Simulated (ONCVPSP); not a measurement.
**Before and after: ONCV potential for germanium (Ge)**

```
Element                 : germanium (Ge)
Generator               : ONCVPSP 4.0.1
Type                    : optimised norm-conserving Vanderbilt (ONCV)
Functional              : PBE
Relativity              : scalar-relativistic
Frozen core             : [Ar]
Valence charge          : 14
Reference configuration : 3d10 4s1.5 4p2.5
Partial waves           : 4s: rc 1.80 bohr, ncon 4, nbas 7, qcut 3.4 1/bohr, 2 projectors, debl 2.4 Ha; 4p: rc 2.30 bohr, ncon 4, nbas 7, qcut 3 1/bohr, 2 projectors, debl 2.6 Ha; 3d: rc 1.00 bohr, ncon 4, nbas 9, qcut 17.5 1/bohr, 3 projectors, debl 2 Ha
Local potential         : polynomial inside 0.95 bohr (lpopt 1, dvloc0 -1 Ha)
Core correction         : polynomial model core, fcfact 0.55
```

All-electron outer shells of the reference configuration (PBE, scalar-relativistic, ld1.x):

| shell | level (eV) | outermost node (bohr) | outermost maximum (bohr) |
| --- | --- | --- | --- |
| 3s | -169.40 | 0.26 | 0.54 |
| 3p | -116.53 | 0.23 | 0.54 |
| 3d | -30.20 | – | 0.50 |
| 4s | -12.22 | 0.77 | 1.73 |
| 4p | -4.25 | 0.82 | 2.19 |

Change: all radii but the core radius scaled by about 1.10 (s 1.98, p 2.52, d 1.10 bohr); local potential polynomial inside 1.04 bohr (lpopt 1, dvloc0 -1 Ha).

Cutoffs: the cutoffs (Ha) at which the residual kinetic energy of the hardest occupied pseudo-wave falls to 1 and 0.1 mHa per electron; they do not see the model core or the augmentation charge, which bear on the density cutoff. Errors are all-electron minus pseudo energies relative to the spin-unpolarised reference configuration.

**Question.** Predict the effect on cutoff, ghosts and configuration errors.

**Answer.** The potential gets neither clearly harder nor softer (113 Ha and 127 Ha → 105 Ha and 118 Ha); the d channel sets the loose cutoff, while the largest relative change is in s, which becomes softer; of the 4 tests that both files solve, the error grows in 2 and shrinks in 1 by more than 15 % and 0.3 meV (median size 3.3 → 3.1 meV); neither file shows a bound ghost.

| quantity | base | changed |
| --- | --- | --- |
| cutoff, loose | 113 Ha | 105 Ha |
| cutoff, tight | 127 Ha | 118 Ha |
| loose cutoff by channel | s 23 Ha, p 2.9 Ha, d 113 Ha | s 13 Ha, p 2.7 Ha, d 105 Ha |
| bound ghosts | none | none |
| GHOST(+) flags under 300 eV | s at 37.2 eV, p at 133.7 eV | s at 60.9 eV |
| error for 3d10 4s2 4p2, meV [ΔE -3.95 eV] | +1.0 | +0.9 |
| error for 3d10 4s2 4p1, meV [ΔE 3.49 eV] | -0.4 | -1.6 |
| error for 3d10 4s2 4p0, meV [ΔE 18.93 eV] | -11 | -20 |
| error for 3d10 4s0 4p4, meV [ΔE 12.24 eV] | +5.6 | +4.6 |
| rms error of d²Exc/dni dnj with the model core, mHa | 1.50 | 1.37 |
